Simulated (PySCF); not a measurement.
**SiBr: energy against distance**

Set-up: PySCF, scalar-relativistic core potentials, basis sets Si cc-pV(T+d)Z, Br cc-pVTZ-PP with ECP10. Energies in eV from Si + Br in their ground configurations at the same level. All curves are PBE0. state 1: ²Π (doublet), unpaired electrons π ↑; state 2: ⁴Σ⁻ (quartet), unpaired electrons σ ↑, π ↑↑, a second solution, started from another occupation.

| R (Å) | state 1 | state 2 |
| --- | --- | --- |
| 1.925 | -2.889 | -0.173 |
| 2.014 | -3.459 | -0.728 |
| 2.104 | -3.765 | -1.020 |
| 2.171 | -3.870 | -1.117 |
| 2.238 | -3.897 | -1.140 |
| 2.305 | -3.863 | -1.109 |
| 2.395 | -3.751 | -1.014 |
| 2.507 | -3.537 | -0.848 |
| 2.641 | -3.218 | -0.633 |
| 2.820 | -2.751 | -0.386 |

Q: Put a parabola through the three lowest points of the state 1 curve and estimate Re, k and ωe (reduced mass 20.65 u; 1 eV/Å² = 0.16022 mdyn/Å; ωe = 1302.8·√(k/μ) cm⁻¹).

A: Through R = 2.171, 2.238, 2.305 Å the second-order coefficient is 6.79 eV/Å², so Re ≈ 2.234 Å, k ≈ 2.18 mdyn/Å and ωe ≈ 423 cm⁻¹. A polynomial fit of higher order to the unrounded PBE0 energies gives Re = 2.231 Å, k = 2.18 mdyn/Å, ωe = 423 cm⁻¹; anharmonicity and rounding make the difference.

The higher-order fit for each curve: state 1: Re = 2.231 Å, ωe = 423 cm⁻¹, De = 3.90 eV; state 2: Re = 2.229 Å, ωe = 402 cm⁻¹, minimum 1.14 eV below the ground-state fragments.

Spin–orbit coupling is left out. Counting both spins, an empty level lies below a filled one in some of these solutions, because spin and occupation are held. The state was picked by a PBE0 search and need not be the measured ground state.
